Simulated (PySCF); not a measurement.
# Predicted spectroscopic data

No solvent, rapidly exchanging positions averaged, one computed conformer, no relativistic terms. GFN2-xTB structure; NMR shieldings at PBE0/pcSseg-1/GIAO; PySCF 2.14.

Scale: ¹H, ¹³C against TMS (reference shieldings calculated alike). Splittings of carbon signals by F and P are missing where no couplings were computed. Where no couplings were computed, multiplicities follow the n + 1 count of equivalent neighbours, and m marks all less simple cases (inequivalent or close neighbours, rings, F or P nearby). Shifts are as computed. Against solution values, carbons near 30 ppm lie about +3 ppm off and those near 130 ppm about +5 ppm. Of 1211 compounds with measured shifts, 218 miss one by over three times the rms of a fit or turn the order of signals round; such compounds aren't used in these exercises.

**1.** `FC(c1coc(=O)o1)F`, C$_{4}$H$_{2}$F$_{2}$O$_{3}$. ¹H NMR (500 MHz, computed): δ 7.56 (m, 1H), 6.87 (m, 1H). ¹³C{¹H} NMR (computed): δ 155.7 (C), 148.7 (C), 138.8 (CH), 114.3 (CH).

**2.** `CCP1C=CC(C)C=C1`, C$_{8}$H$_{13}$P. ¹H NMR (500 MHz, computed): δ 6.76 (m, 2H), 6.54 (m, 2H), 3.17 (m, 1H), 1.66 (m, 2H), 1.33 (m, 3H), 0.92 (d, 3H). ¹³C{¹H} NMR (computed): δ 143.2 (CH), 137.3 (CH), 38.7 (CH), 27.4 (CH2), 19.1 (CH3), 12.8 (CH3).
